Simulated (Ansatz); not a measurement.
Reaction (atomization): `O[SiH2][SiH2]CF` → C• + F• + 7 H• + O• + 2 Si•

Isolated molecules relaxed with PBE0-D4/def2-TZVP in Ansatz; ΔE leaves out vibrations. CCSD(T)/CBS adds triple-zeta CCSD(T) − MP2 to the extrapolated MP2 energy (def2 sets, frozen cores). This one scheme is used for every species, atoms too. Functionals use def2-TZVPP. B3LYP here is the variant with VWN-RPA as its local correlation; programs differ in this. No spin–orbit coupling; open shells (•) take unrestricted orbitals. Spin–orbit coupling would lower the free atoms: a little for C, F, O, Si. Each species was taken in one conformer, which may not be the lowest.

Problem. What is ΔE at CCSD(T)/CBS? (Estimate.)

Solution. Computed: +4083.6 kJ/mol.

Problem. What do these levels give: PBE-D4, PBE0-D4, B3LYP-D4, ωB97M-V, MP2/def2-TZVPP, SCS-MP2/def2-TZVPP, CCSD/def2-TZVPP, CCSD(T)/def2-TZVPP, HF/def2-QZVPP, MP2/def2-QZVPP, SCS-MP2/def2-QZVPP, CCSD/CBS(def2)? (An estimate is asked.)

Solution. The calculation gave: PBE-D4 4101.2, PBE0-D4 4038.9, B3LYP-D4 4064.2, ωB97M-V 4078.1, MP2/def2-TZVPP 4009.8, SCS-MP2/def2-TZVPP 4010.7, CCSD/def2-TZVPP 3919.1, CCSD(T)/def2-TZVPP 3969.6, HF/def2-QZVPP 2991.1, MP2/def2-QZVPP 4077.9, SCS-MP2/def2-QZVPP 4086.3, CCSD/CBS(def2) 4033.2 kJ/mol.

Largest T1 diagnostic among the species: 0.012.

From PBE to PBE0 (25 % exact exchange), in def2-TZVPP and without D4, ΔE moves by −58.9 kJ/mol: exact exchange takes away binding that semilocal exchange gives to molecules. The D4 term adds +37.8 kJ/mol with B3LYP and +20.0 kJ/mol with PBE0; it sums over pairs of atoms, weighted by their polarisabilities, and B3LYP, whose exchange is more repulsive, gets the larger term. In def2-TZVPP, CCSD(T) changes the Hartree–Fock value by +986.2 kJ/mol (the triples alone add +50.4 kJ/mol) and MP2 by +1026.5 kJ/mol; breaking electron pairs costs correlation energy, which Hartree–Fock lacks.

For atomizations the MP2-based limit and the directly extrapolated one differ by several kJ/mol either way, and by 10 to 25 for some Ge, Se and Sn compounds, so smaller differences from it don't rank the levels.
